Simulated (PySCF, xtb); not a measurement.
2-chlorobuta-1,3-diene (C4H5Cl), SMILES C=CC(=C)Cl. Atoms are numbered in the order given.

```xyz
10

C     -0.4405    -2.0780     0.0000
C      0.6018    -1.2364     0.0000
C      0.5413     0.2254     0.0000
C      1.6233     1.0189     0.0000
Cl    -1.0578     0.9556     0.0000
H     -1.4680    -1.7078     0.0000
H     -0.2865    -3.1592     0.0000
H      1.6223    -1.6345     0.0000
H      2.6199     0.5711     0.0000
H      1.5402     2.1060     0.0000
```
Charge 0, spin multiplicity 1.

Coordinates come from a B3LYP-D3(BJ)/def2-SVP optimisation. Other conformers were not sampled.

Level of theory: PySCF with IEF-PCM-PBE0/def2-SVP.

The values are the electrostatic part of the solvation free energy, E(continuum) − E(gas) at the gas-phase geometry, in a cavity of scaled van der Waals radii (PySCF's table); cavitation and dispersion terms are not included. In vacuum the orbital gap is 5.83 eV. The dipole moment in vacuum is 1.42 D.

Computed values in water (ε = 78.36), ethanol (ε = 24.85), diethylether (ε = 4.24):
```tsv
solvent	ε	ΔG(elec) (kcal/mol)	dipole (D)	gap (eV)
water	78.36	-2.6	1.93	5.86
ethanol	24.85	-2.4	1.90	5.86
diethylether	4.24	-1.7	1.75	5.85
```

For comparison, GFN2-xTB/ALPB(water) (xtb, at the GFN2-xTB geometry, all terms of that model) gives -1.7 kcal/mol.
